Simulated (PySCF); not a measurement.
# Orbital picture of AsH

PBE at R = 1.532 Å; PySCF, no relativity, basis sets As def2-TZVPP, H def2-TZVPP. State: ³Σ⁻ (triplet), unpaired electrons π ↑↑. Only the outer orbitals are listed, counted within each symmetry.

| spin | orbital | occ. | ε (eV) | on As (%) | main shells (%) |
| --- | --- | --- | --- | --- | --- |
| α | 7σ | 1 | -15.19 | 88 | 86 As s, 11 H s |
| α | 8σ | 1 | -8.20 | 66 | 53 As p, 34 H s, 11 As s |
| α | 4π | 1 | -5.78 | 99 | 99 As p |
| α | 4π | 1 | -5.78 | 99 | 99 As p |
| α | 9σ | 0 | -0.12 | 39 | 63 H s, 40 As p |
| α | 10σ | 0 | 3.68 | 27 | 74 H s, 38 As d |
| α | 5π | 0 | 4.78 | 96 | 96 As d |
| β | 7σ | 1 | -13.86 | 82 | 80 As s, 17 H s |
| β | 8σ | 1 | -7.68 | 64 | 47 As p, 36 H s, 16 As s |
| β | 4π | 0 | -3.83 | 99 | 99 As p |
| β | 4π | 0 | -3.83 | 99 | 99 As p |
| β | 9σ | 0 | 0.34 | 41 | 61 H s, 43 As p |

Problem. Which are the highest filled and the lowest empty level, where do they sit, and how wide is the gap?

Solution. Highest filled α 4π at -5.78 eV (in %: 99 As p); lowest empty β 4π at -3.83 eV (in %: 99 As p); the gap at PBE is 1.95 eV. Both belong to one degenerate shell, split only by its one-sided filling, so this is no excitation gap.

```json
{
 "bond order (Mayer)": "0.99",
 "⟨S²⟩": "2.004",
 "charge on As (Mulliken, basis-dependent)": "0.00",
 "charge on As (Löwdin, basis-dependent)": "0.19",
 "dipole moment (positive dipole means As(−)H(+))": "0.17 D",
 "polarisability along the bond": "32.7 bohr³",
 "polarisability across the bond": "23.7 bohr³"
}
```

Spin–orbit coupling is left out. The state is the lowest determinant that a PBE0 search found; another state may lie lower at other levels.
